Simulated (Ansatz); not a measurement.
**Br⁻ ··· SF6**

The pair of Br⁻ (SMILES [Br-], atom 1) and SF6 (SMILES FS(F)(F)(F)(F)F, atoms 2–8), both closed shells, in one local arrangement (a lower one may exist), relaxed at PBE0-D4/def2-TZVPD:

| atom | x (Å) | y (Å) | z (Å) |
| --- | --- | --- | --- |
| Br1 | 0.2420 | 0.1372 | -4.2352 |
| F2 | -0.5877 | -1.4885 | 0.5318 |
| S3 | -0.0332 | -0.0188 | 0.5808 |
| F4 | -0.1237 | -0.0701 | 2.1636 |
| F5 | 0.0545 | 0.0309 | -0.9531 |
| F6 | 0.5178 | 1.4489 | 0.6902 |
| F7 | -1.5031 | 0.5363 | 0.5450 |
| F8 | 1.4332 | -0.5759 | 0.6770 |

Computed with Ansatz 0.2.0 (basis: def2-TZVPPD, with def2-QZVPPD for the basis limit); correlated methods freeze the cores. Filled d shells of the heavier atoms are correlated. The def2 sets are not built for correlating such inner shells, so the correlated values are less sure here. B3LYP uses VWN-RPA correlation. Extrapolation: Hartree–Fock as exp(−7.88 √X), correlation as X^−2.97. Interaction energies count from these two fragments, frozen as in the pair, with the counterpoise correction; negative means bound.

(1) What is the interaction energy by CCSD(T) at an estimated basis limit (MP2 extrapolated from triple and quadruple zeta, plus CCSD(T) − MP2 in triple zeta)? (An estimate is asked for; the value comes from the calculation.)

(2) Which atoms make the shortest contact between the fragments?

No T1 diagnostic of these runs exceeds 0.013.

## Answers

(1) The calculation gives: -12.8 kJ/mol. Hartree–Fock alone gives -4.9 kJ/mol at the basis limit. It counts from the two fragments frozen as in the pair.

The same quantity by other methods in triple zeta, and each one's difference from that estimate:
```csv
method,E_int (kJ/mol),difference
PBE-D4,-19.8,-7.1
revPBE-D4,-20.4,-7.6
BLYP-D4,-20.4,-7.7
r2SCAN-D4,-15.4,-2.7
B97M-V,-14.9,-2.2
PBE0-D4,-14.8,-2.0
B3LYP-D4,-15.7,-3.0
HSE06-D4,-14.9,-2.2
wB97X-V,-12.8,0.0
wB97M-V,-13.1,-0.3
B2PLYP,-10.7,2.0
HF,-5.0,7.7
MP2,-11.8,0.9
CCSD,-10.6,2.2
CCSD(T),-11.7,1.1
```
Differences are method less estimate.

(2) Br1 and F5, 3.29 Å apart.

Energy to bend the free fragments (PBE0-D4 minima) into their shapes in the pair, CCSD(T)/def2-TZVPPD: SF6 3.1 kJ/mol. This must be added to the interaction energy to get the binding energy from relaxed fragments.

Basis-set superposition shift (counterpoise-corrected less uncorrected): CCSD(T) 3.6; MP2 3.5; HF 0.4; PBE0-D4 0.4; wB97M-V 0.4 kJ/mol.

For scale, one of the runs: CCSD(T)/def2-TZVPPD, 348 basis functions, launched by `ansatz run in.yaml --threads 2 --pin off --events-out ev --progress --plain --max-ram 22528MiB --backend cuda --devices 0, --max-vram 18GiB`. The run took 13 s on 2 CPU threads of an AMD EPYC 7R13 and a share of one NVIDIA H100 (shared host), with 0.89 GiB of host memory at its peak.
